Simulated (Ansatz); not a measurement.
Problem. Predict a relaxed structure of [CuH2]- (CuH2⁻), charge -1, singlet, at r2SCAN-D4/def2-TZVPD (Ansatz).

Solution. 
```xyz
3

Cu    0.000    0.000    0.000
H     1.265    0.826   -0.365
H    -1.265   -0.826    0.365
```
Point group D∞h (tolerance 0.1 Å). The metal has 2 neighbours: H 1.55 Å, H 1.55 Å. This is one stationary point.

The highest occupied level of the charge -1 singlet lies above zero (up to 0.60 eV). By energy differences its removal costs 2.76 eV (vertical, to the charge 0 doublet, at r2SCAN-D4/def2-TZVPD), and other spins of that charge weren't run; a positive level beside a positive removal energy at the same level points to self-interaction error.
